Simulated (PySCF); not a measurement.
SeF, MP2: how much the basis matters

PySCF, UHF reference; doublet, unpaired electrons π ↑; De to Se + F without counterpoise correction. Frozen cores follow the default of each basis and core potential.

| basis | relativity | functions | Re (Å) | ωe (cm⁻¹) | De (eV) | frozen orbitals |
| --- | --- | --- | --- | --- | --- | --- |
| def2-SVP | no relativity | 46 | 1.761 | 691 | 2.95 | 10 |
| aug-cc-pVDZ-PP/aug-cc-pVDZ | scalar-relativistic core potentials | 55 | 1.780 | 678 | 3.33 | 5 |
| def2-SVPD | no relativity | 64 | 1.779 | 667 | 3.28 | 10 |
| def2-TZVPP | no relativity | 79 | 1.741 | 706 | 3.45 | 10 |

(1) How does each smaller set differ from the one with most functions, def2-TZVPP?

Correlated steps freeze the inner cores (5 to 10 orbitals); shallow outer-core shells are correlated. Correlated levels converge slowly with the basis: in double zeta they bind strong bonds too weakly, by up to about 1 eV, and carry superposition errors of some tenths. Spin–orbit coupling is left out. The state is the lowest determinant that a PBE0 search found; another state may lie lower at other levels.

Results:

(1) def2-SVP: +2.0 pm, -2.1 % in ωe, -0.50 eV in De; aug-cc-pVDZ-PP/aug-cc-pVDZ: +3.9 pm, -4.0 % in ωe, -0.12 eV in De; def2-SVPD: +3.8 pm, -5.5 % in ωe, -0.17 eV in De. All at MP2; the set with most functions is neither the basis-set limit nor always the best. The rows treat relativity differently, so the differences are not basis effects alone.
